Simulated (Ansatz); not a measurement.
Input for Ansatz (an electronic-structure program): R-CCSD(T)/def2-TZVPP on H3NSn (SMILES [NH2][SnH]), a point of a torsion scan. Elements past Kr take the def2 small-core potentials; no spin–orbit coupling. The run froze 10 orbitals, filled d shells among them.

Ansatz 0.2 input:
```yaml
crystal:
  periodic: [false, false, false]
  atoms:
    - {symbol: N, position_ang: [-0.68987506, -0.04584708, -0.00184134]}
    - {symbol: Sn, position_ang: [1.23787460, -0.59892353, -0.26962628]}
    - {symbol: H, position_ang: [-1.42420253, -0.58048681, 0.43843027]}
    - {symbol: H, position_ang: [-1.08603287, 0.83628968, -0.29555700]}
    - {symbol: H, position_ang: [0.96414237, -2.21870323, 0.53904468]}
basis:
  gaussian:
    orbitals: def2-TZVPP
magnetization: {spin_polarized: false}
correlation: {method: ccsd_t, electrons: outside_noble_gas}
scf: {lower_state_search: off}
```

The head of its log:

```
WARN ansatz: RAYON_NUM_THREADS=1 ignored (pool sized by the plan → 1); use --threads N
Functional definition: HF
these checks for a lower state are left out or cut short: stability, starts, cluster_reference, orbital_swaps, neighbouring_geometries, increment
integrals: 0.20 GiB planned
898 factors; integrals over basis functions are off by at most 9.1e-4 eV
mean field: 0.25 GiB planned
mean field evaluation 1: about -7332.2905 eV, gradient 3.7e1 eV
mean field evaluation 2: about -7332.2924 eV, gradient 3.7e1 eV
mean field evaluation 4: about -7335.2499 eV, gradient 2.5e0 eV
mean field evaluation 8: about -7335.2825 eV, gradient 1.6e-1 eV
mean field -7335.28278550 eV, -269.5666703339 hartree, gradient 1.4e-6 eV, S^2 0.000000; 0 other end points of the search recorded, 0 dependent functions left out
10 core orbitals not correlated
reference -7335.28278550 eV, -269.5666703339 hartree; 6, 6 occupied and 107, 107 virtual orbitals, 898 factors
```

### Question
Predict the final total energy.

### Answer
-269.9136 hartree (reference determinant -269.5667, T1 diagnostic 0.018).
